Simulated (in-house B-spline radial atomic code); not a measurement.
KLI/ALDAx excitations of N5+

Method: KLI/ALDAx. Computed with an all-electron radial atomic-structure program (B-spline basis): linear response of the closed shell 1s2 with the adiabatic LDA exchange kernel on the exchange-only KLI potential; non-relativistic, point nucleus, no spin-orbit coupling, no double excitations, S, P, D and F terms only.

Command:
```bash
python run_td.py task.json out
```
Settings (radii: box in bohr, nucleus in fm):
```
Z                        7
electrons                2
configuration            1s2
hamiltonian              nr
method                   kli
box_radius               16.35
intervals                64
```

Time taken, with all properties: 0.1 s on 1 thread of Intel(R) Xeon(R) Platinum 8259CL CPU @ 2.50GHz (Skylake/Cascade Lake), with other jobs on the host.

The lowest states, in the order of their Tamm-Dancoff energies; the method's threshold (minus the highest occupied level) is 552.17 eV. Labels give the largest channel, * marks a mixed state, and oscillator strengths are full-response dipole values. Semilocal kernels can invert the small singlet-triplet splittings of Rydberg terms. Energies in eV:

```
     state  full response  Tamm-Dancoff  oscillator strength
1s → 2s 3S              ?             ?                    -
1s → 2p 3P         425.26        425.29                    -
1s → 2s 1S         427.40        427.50                    -
1s → 2p 1P         430.19        430.22                0.673
1s → 3s 3S         495.21        495.22                    -
1s → 3p 3P         496.62        496.63                    -
1s → 3s 1S         497.03        497.06                    -
1s → 3d 3D              ?             ?                    -
1s → 3d 1D         497.50        497.50                    -
1s → 3p 1P         497.95        497.96                0.143
```

Problem. Where does 1s → 2s 3S lie?

Solution. At 420.47 eV in full response, 420.50 eV in Tamm-Dancoff.

Problem. Where does 1s → 3d 3D lie?

Solution. At 497.44 eV in full response, 497.44 eV in Tamm-Dancoff.

Problem. How large is the singlet-triplet splitting of 1s → 2s (S terms) in Tamm-Dancoff?

Solution. 7.01 eV, from the unrounded values.

Problem. What polarisabilities and dispersion coefficient does the method give?

Solution. Dipole 0.00465 bohr³, quadrupole 0.0003852 bohr⁵, C6 0.000301 hartree·bohr⁶ for two such species.
